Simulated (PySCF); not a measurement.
**How methods differ on the ionisation energy of Ni**

Ni [Ar] 3d8 4s2 (3F) → Ni⁺ [Ar] 3d9 (2D), as a difference of total energies. Calculation: PySCF 2.14, in aug-cc-pVDZ (7s6p4d2f, 59 functions); no relativity, point nucleus. Correlated levels: valence: [Ar] frozen. The calculations carry no spin-orbit coupling.

| method | ionisation energy (eV) |
| --- | --- |
| UHF | 7.671 |
| MN15 | 6.334 |
| M06-L | 7.434 |
| MP2 (valence) | 6.500 |
| SCS-MP2 (valence) | 6.733 |

Task: How much does correlation contribute at MP2 (valence)?

Result: 6.500 − (7.671) = -1.171 eV, measured against UHF.

These non-relativistic numbers lack the scalar-relativistic shift.

The reference lies between the lowest fine-structure levels, while these numbers refer to the centres of the terms.

Errors of the correlated levels include the incompleteness of this basis and the frozen core.

MP2 underrates the near-degeneracy of ns² with np² in the lower species.

For comparison: 7.640 eV (measured; NIST Atomic Spectra Database, ionization energies).
